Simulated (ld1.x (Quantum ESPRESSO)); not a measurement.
Transferability test, TM potential for Si

Si (Z = 14), norm-conserving Troullier–Martins (Kleinman–Bylander form), made with ld1.x (Quantum ESPRESSO) 7.5 (LDA (PZ), non-relativistic). Core [Ne], reference 3s2 3p2. Waves: 3s (bound): rc 1.65 bohr; 3d channel at 0.25 Ry: rc 1.60 bohr; 3p (bound): rc 1.75 bohr. Local part: the p channel. Core correction: a·sin(br)/r model core, default radius (core density twice the valence density).

Energies are relative to the spin-unpolarised reference configuration 3s2 3p2; without spin polarisation the order of configurations can differ from experiment. Spin-polarised rows fill each open shell by Hund’s rule, majority spin first. The frozen-core shift is the all-electron ΔE with the core orbitals held at their reference shape minus the fully relaxed ΔE.

```
   valence configuration  charge  ΔE all-electron (eV)  error AE − PS (meV)  frozen-core shift (meV)
                 3s2 3p1      +1                 7.840                 +2.4                     +1.2
                 3s2 3p0      +2                23.966                  +16                      +13
                 3s1 3p0      +3                58.040                  +52                      +75
                 3s1 3p2      +1                15.189                 +4.1                     +3.7
                 3s1 3p3       0                 6.750                 -0.4                     +0.8
                 3s0 3p4       0                13.662                 -1.5                     +3.1
               3s2 3p1.5    +0.5                 2.970                 +0.4                     +0.1
3s2 3p2 (spin-polarised)       0                -0.612                 +5.7                     +0.6
3s2 3p1 (spin-polarised)      +1                 7.635                 +4.5                     +1.4
```

Levels in the configuration 3s2 3p2 (spin-polarised):

```csv
level,all-electron (eV),pseudo (eV)
3s up,-11.308,-11.314
3p up,-4.603,-4.606
3s down,-9.913,-9.899
```
